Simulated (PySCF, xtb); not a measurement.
Mg(Me) (CH3Mg), SMILES [CH3][Mg+], charge +1.

GFN2-xTB in xtb 6.7.1 at its own geometry gives an orbital gap of 2.98 eV.

Coordinates come from a PBE0-D3(BJ)/def2-TZVP optimisation. The multiplicity is an assumed one; other spin states were not compared. The isomer is the one that the SMILES or the coordinates give; other isomers of the formula were not compared.

### Question
What does ωB97X/def2-TZVPD (PySCF) give? (An estimate is asked for; the answer gives what the named calculation found.)

### Answer
gap 8.67 eV (levels -15.08 and -6.41 eV).
